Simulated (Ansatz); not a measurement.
Mulliken charges of `C=C(F)Br` from ωB97M-V/def2-TZVPP in Ansatz (PBE0-D4/def2-TZVP geometry).

```json
{"atom": "C1", "x (Å)": "0.611", "y (Å)": "0.153", "z (Å)": "0.459", "charge (e)": "-0.217"}
{"atom": "C2", "x (Å)": "-0.466", "y (Å)": "-0.043", "z (Å)": "-0.273", "charge (e)": "0.137"}
{"atom": "F3", "x (Å)": "-1.584", "y (Å)": "0.645", "z (Å)": "-0.103", "charge (e)": "-0.159"}
{"atom": "Br4", "x (Å)": "-0.618", "y (Å)": "-1.298", "z (Å)": "-1.656", "charge (e)": "0.002"}
{"atom": "H5", "x (Å)": "0.595", "y (Å)": "0.906", "z (Å)": "1.237", "charge (e)": "0.117"}
{"atom": "H6", "x (Å)": "1.504", "y (Å)": "-0.428", "z (Å)": "0.290", "charge (e)": "0.120"}
```

Problem. By hand: the dipole of these point charges (1 e Å = 4.8032 D).

Solution. Σ q r = (0.304, -0.090, 0.056) e Å, of length 0.322 e Å = 1.55 D.

Problem. How does the dipole of the full density compare? (Estimate.)

Solution. The calculation gave: (0.234, -0.001, 0.114) e Å, 1.25 D; the point charges give 1.24 times that, at 22° from its direction.

Point charges leave out the atoms' own dipoles, such as those of lone pairs, and Mulliken's split depends on the basis, so the two needn't agree.
